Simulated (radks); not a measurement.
Values are calculated unless marked as measured or tabulated.
Problem. Mean orbital radii <r> (bohr) of the gadolinium ion Gd3+, [Xe] 4f7, of relativity; Dirac values are averaged over j with weights 2j + 1. Spin-unpolarised spherical Kohn-Sham, PBE, point nucleus unless stated (finite: rms radius 5.1569 fm), a radial shooting solver on a logarithmic mesh with Libxc functionals. A level marked "c x" has the speed of light scaled by that factor and shares open shells by 2j + 1; other Dirac levels either fill j = l - 1/2 first or share by 2j + 1.

| shell | non-rel. |
|---|---|
| 2p | 0.08558 |
| 3s | 0.2605 |
| 3p | 0.2503 |
| 3d | 0.2221 |
| 4s | 0.5874 |
| 4p | 0.6012 |
| 4d | 0.6361 |
| 5s | 1.408 |
| 5p | 1.563 |
| 4f | 0.8160 |
| 5d (empty) | 2.126 |
| 6s (empty) | 3.246 |

Give the values at the level "Dirac, 2j+1 shares, finite nucleus".

Solution. 
shell       Dirac, 2j+1 shares, finite nucleus  change of magnitude (%)
2p                                     0.08202                    -4.17
3s                                      0.2440                    -6.35
3p                                      0.2423                    -3.18
3d                                      0.2212                    -0.44
4s                                      0.5528                    -5.89
4p                                      0.5844                    -2.79
4d                                      0.6363                    +0.03
5s                                       1.324                    -5.96
5p                                       1.527                    -2.34
4f                                      0.8520                    +4.41
5d (empty)                               2.162                    +1.69
6s (empty)                               3.104                    -4.37
